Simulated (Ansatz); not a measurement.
Born–Oppenheimer molecular dynamics of CH₉FOSi₂ (14 atoms, charge 0, multiplicity 1). It starts from a rough guess of a transition structure, not a stationary point.

Theory: UHF/STO-3G (Ansatz 0.2.0).

| Item | Value |
| --- | --- |
| ensemble | NVE (velocity Verlet) |
| time step | 0.5 fs |
| steps asked | 150 |
| starting velocities drawn for | 100 K |
| seed | 432703 |

First frame:

```xyz
14
Properties=species:S:1:pos:R:3
Si -0.287 0.745 0.464
O 0.103 -0.644 -1.014
C -0.615 -0.577 -2.205
H -1.743 0.430 0.387
H -0.302 2.114 -0.049
Si 0.508 -0.174 2.418
H 1.184 0.021 -0.936
F 1.596 0.888 -0.211
H -0.551 0.410 -2.671
H -0.225 -1.325 -2.899
H -1.663 -0.796 -2.002
H 0.654 0.902 3.405
H 1.794 -0.870 2.325
H -0.453 -1.125 2.989
```

(1) How far do the bonds stretch over the last three quarters of this one trajectory? (Pairs bonded in most of those frames.)

Results:

(1) 
```csv
bond,mean (Å),spread (Å),shortest,longest
Si1–O2,1.708,0.111,1.57,1.91
Si1–H4,1.436,0.044,1.37,1.50
Si1–H5,1.430,0.024,1.39,1.47
Si1–Si6,2.276,0.057,2.20,2.37
O2–C3,1.418,0.069,1.29,1.53
C3–H9,1.097,0.004,1.09,1.10
C3–H10,1.095,0.009,1.08,1.11
C3–H11,1.096,0.009,1.08,1.11
Si6–H12,1.426,0.025,1.39,1.46
Si6–H13,1.428,0.041,1.37,1.49
Si6–H14,1.427,0.030,1.38,1.47
H7–F8,0.984,0.086,0.85,1.10
```

Mean temperature of the second half: 1090 K. The conserved energy stayed within 1.2 meV per atom of its start (net change 0.15 meV per atom), so the integration is sound. The system heated up, since it started high on the potential surface and ran downhill. A run of 0.075 ps of so small a system gives no equilibrium averages. The orbitals stay closed-shell, which can raise the energy where a bond breaks towards radicals; this wasn't checked here. Limits of this set-up: minimal basis.

Run time: 3 min on 1 thread of Arm Neoverse V1 (shared host), peak memory 0.11 GiB.
